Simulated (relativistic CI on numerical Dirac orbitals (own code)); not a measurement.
# Charge states of bismuth

Calculated at this level of theory: Dirac-Coulomb-Breit CI, separate exchange-only KLI orbitals for each configuration, model QED, valence Slater integrals scaled by 0.9 (own radial code, finite nucleus).

Each species is treated in one configuration, given outside its closed core. Radial values are for the open shell of highest l, unscaled and averaged over j; ζ includes the Breit term. Labels give the leading LS character, summed over repeated terms.

```
  Ion  Configuration  Its lowest level  LS weight (%)   ζ (cm⁻¹)  ⟨r⟩ (bohr)  ⟨r²⟩ (bohr²)  F² (cm⁻¹)  F⁴ (cm⁻¹)
Bi48+   3d10 4s2 4p5           2P°_3/2            100     933400      0.3493        0.1384                      
Bi49+   3d10 4s2 4p4              3P_2             69     944400      0.3476         0.137     291100           
Bi50+   3d10 4s2 4p3   J = 3/2 (mixed)             48     955500      0.3459        0.1357     292300           
Bi51+   3d10 4s2 4p2              3P_0             69     966700      0.3442        0.1344     293500           
Bi52+    3d10 4s2 4p           2P°_1/2            100     977900      0.3426        0.1332                      
Bi53+       3d10 4s2              1S_0            100                                                           
Bi54+        3d10 4s            2S_1/2            100                 0.3305        0.1231                      
Bi55+           3d10              1S_0            100                                                           
Bi56+            3d9            2D_5/2            100     373900      0.1511       0.02652                      
Bi57+            3d8                 ?              ?          ?           ?             ?          ?          ?
Bi58+            3d7            4F_9/2             55     386400      0.1491       0.02578     684500     442000
Bi59+            3d6     J = 4 (mixed)             42     392800      0.1481       0.02542     689700     445600
Bi60+            3d5   J = 5/2 (mixed)             27     399200      0.1471       0.02507     695000     449100
Bi61+            3d4              3P_0             61     405800      0.1462       0.02472     700200     452600
Bi62+            3d3   J = 3/2 (mixed)             42     412400      0.1452       0.02439     705300     456200
Bi63+            3d2              3F_2             71     419200      0.1443       0.02406     710500     459700
Bi64+             3d            2D_3/2            100     426000      0.1434       0.02374                      
Bi65+        3s2 3p6              1S_0            100                                                           
Bi66+        3s2 3p5           2P°_3/2            100  3.281e+06      0.1588       0.02929                      
Bi67+        3s2 3p4              3P_2             68  3.314e+06      0.1581       0.02903     613000           
Bi68+        3s2 3p3   J = 3/2 (mixed)             49  3.347e+06      0.1574       0.02878     615500           
Bi69+        3s2 3p2              3P_0             68  3.381e+06      0.1567       0.02853     617900           
Bi70+         3s2 3p           2P°_1/2            100  3.414e+06       0.156       0.02829                      
Bi71+            3s2              1S_0            100
```

**Question.** Fill in the row of Bi57+.

**Answer.** Its lowest level 3F_4; LS weight (%) 85; ζ (cm⁻¹) 380100; ⟨r⟩ (bohr) 0.1501; ⟨r²⟩ (bohr²) 0.02614; F² (cm⁻¹) 679300; F⁴ (cm⁻¹) 438400.
